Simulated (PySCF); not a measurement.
Computed shifts of a molecule C3H12OSi2, PySCF with PBE/pcSseg-1, GIAO, gas phase, atoms alike by connectivity averaged where their shifts nearly agree, in ppm (number of nuclei): ¹³C: 59.9 (1), -1.9 (1), -7.9 (1). ²⁹Si: -2.6 (1), -40.5 (1). ¹H: 5.33 (2), 4.50 (1), 4.42 (1), 4.14 (1), 3.76 (1), 0.63 (3), 0.59 (3). References: ¹³C against TMS (σ = 182.0 ppm); ²⁹Si against TMS (σ = 335.4 ppm); ¹⁷O against H2O (σ = 334.3 ppm); ¹H against TMS (σ = 31.49 ppm), references at their B3LYP-D3(BJ)/def2-TZVP geometries, non-relativistic. The structure is a stationary point at B3LYP-D3(BJ)/def2-SVP. The values are those of a single conformer.

Which structure fits?
A. C[C@@H]([SiH3])[C@@H](O)[SiH3]
B. C[SiH2]CO[SiH2]C
C. CCCO[SiH2][SiH3]
D. C[SiH](C)[Si@H](C)O

B, C[SiH2]CO[SiH2]C
